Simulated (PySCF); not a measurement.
**Dipole moment and polarisability of `O=C(O)/C(=C/Cl)CCF`**

Species: C5H6ClFO2.
Cartesian coordinates in Å at the GFN2-xTB level; atoms count from 1:
```xyz
15
C5H6ClFO2 angstrom
O      2.708    0.204   -0.122
C      1.593   -0.201   -0.333
O      1.357   -1.466   -0.717
C      0.358    0.607   -0.217
C      0.513    1.882    0.159
Cl    -0.756    2.989    0.354
C     -0.963   -0.047   -0.492
C     -1.380   -0.961    0.661
F     -1.577   -0.230    1.805
H      2.197   -1.948   -0.784
H      1.498    2.278    0.361
H     -1.725    0.721   -0.630
H     -0.895   -0.657   -1.392
H     -0.606   -1.700    0.885
H     -2.328   -1.461    0.439
```

Level: PBE0/def2-SVPD (PySCF), static field, nuclei fixed, core orbitals frozen in the response. The polarisability tensor in these axes (au):

```
x    86.09  -8.57  -3.14
y    -8.57 103.95   8.75
z    -3.14   8.75  61.26
```

Q: What are the eigenvalues, a third of the trace, and Δα (Δα² = ½Σ(αi − αj)² over the three pairs)?

A: Principal values 59.45, 82.65 and 109.19 au; mean 83.77 au = 12.41 Å³ = 13.81 × 10⁻⁴⁰ C²·m²/J; Δα = 43.11 au (51 % of the mean).

Q: What is the dipole moment, and where does it point?

A: (-0.74, -1.98, -1.87) D, 2.82 D in size, pointing from the negative to the positive side. Measured along this direction, the outermost atoms are H11 and Cl6 at the negative end and H13 at the positive end.

Q: How large is μ²/3kT at 400 K beside α?

A: In Gaussian units μ²/3kT = 48.07 Å³ against 12.41 Å³, a ratio of 3.87; the Debye molar polarisation (4π/3)N_A(α + μ²/3kT) is 152.6 cm³/mol, leaving out the vibrational part.

Q: What would n − 1 = 2πNα be for an ideal gas of these molecules at 500 K and 1 atm, electronic part alone?

A: N = p/kT = 1.4678 × 10¹⁹ cm⁻³, so n − 1 = 2π × N × 12.41 × 10⁻²⁴ cm³ = 1145 × 10⁻⁶ at long wavelengths.

Q: What are the principal values of the traceless quadrupole moment, Θ = ½Σq(3rr − r²1), about the centre of nuclear charge?

A: -9.29, -1.91, 11.20 D·Å. The values depend on the origin, since the dipole doesn't vanish. The electronic extent ⟨r²⟩ about the same centre is 1520 bohr², a root-mean-square distance of 2.34 Å for the 78 electrons.

Geometry: GFN2-xTB, one conformer, isolated molecule.
